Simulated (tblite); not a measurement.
Compound: C3H6OSi.
Z-matrix (Å and degrees, GFN2-xTB geometry), rows numbered from 1:
```
C 
C   1  1.3251
Si  2  1.8835  1  125.12
C   3  1.9238  2  105.78  1   117.43
O   4  1.2042  3  124.42  2   112.00
H   1  1.0778  2  121.76  3     0.34
H   1  1.0796  2  122.51  3  -179.90
H   2  1.0850  1  117.98  3   179.92
H   3  1.4657  2  111.02  1     2.13
H   3  1.4611  2  111.47  1  -124.63
H   4  1.1143  3  116.82  2   -67.31
```

Calculated harmonic vibrations of the isolated species, GFN2-xTB (tblite), most abundant isotopes, no scaling. Errors from tens to a few hundred cm⁻¹ against measured bands are possible. Modes of hydrogen on silicon can be 10 to 20 % off. One conformer, not necessarily the lowest.

Harmonic wavenumbers (cm⁻¹): 37.7, 43.6, 148.7, 281.5, 294.8, 457.1, 511.6, 553.4, 666.0, 680.5, 709.3, 753.4, 790.7, 920.6, 1007.9, 1024.0, 1270.0, 1366.2, 1417.3, 1659.6, 1747.6, 2244.5, 2288.0, 2662.5, 3017.7, 3076.9, 3105.9.

A = 10518, B = 1906, C = 1766 MHz; mass 86.019 u (most abundant isotopes); point group C1, symmetry number 1.

Q: What is the zero-point energy?

A: Half the sum of the wavenumbers: 16369 cm⁻¹ = 195.81 kJ/mol.

Q: What is S at 500 K and 1 bar for an ideal gas of classical rigid rotors and harmonic oscillators?

A: Translation 175.16, rotation 117.78, vibration 133.35: S = 426.3 J/(mol K).

Q: And Cp and H(500 K) − H(0)?

A: Cp = 150.08 J/(mol K), of which vibrations give 116.82 (their classical limit is 27 R = 224.5); H(500 K) − H(0) = 48.54 kJ/mol without the zero-point energy, 31.91 from vibrations.

Q: How do the functions run with temperature in this model?

A: 
```csv
T (K),S (J/(mol K)),Cp (J/(mol K)),H − H(0) (kJ/mol),G − H(0) (kJ/mol),ln q(vib)
150,297.1,72.8,8.25,-36.32,2.70
250,340.5,99.1,16.85,-68.27,4.38
298.15,359.0,111.0,21.91,-85.11,5.17
400,394.7,132.8,34.37,-123.53,6.80
600,455.0,164.3,64.28,-208.69,9.87
900,527.9,195.0,118.55,-356.54,14.06
```

q(vib) and H(0) count from the zero-point level.

Q: Blend soft modes into free rotors: weight 1/[1 + (100 cm⁻¹/ν̃)⁴] for the oscillator and the rest for a rotor with moment μB/(μ + B), μ = h/(8π²ν), B = 10⁻⁴⁴ kg m². What vibrational entropy results?

A: 116.62 J/(mol K) in place of 133.35, which changes −T·S at 500 K by +8.37 kJ/mol.

Q: What must be added to the electronic energy to get the Gibbs energy at 500 K and 1 bar?

A: ZPE + [H(500 K) − H(0)] − T·S = 195.81 + 48.54 − 213.15 = 31.20 kJ/mol.

Hindered rotation and anharmonicity are outside this model. Other conformers, if any are populated, would add a mixing term that is left out. The structure is chiral; the term R ln 2 for an equal mix with its mirror image is left out.

On one thread of an Intel Xeon 6975P-C, shared host, this took 0.16 s wall. This covers the Hessian and the dipole derivatives.
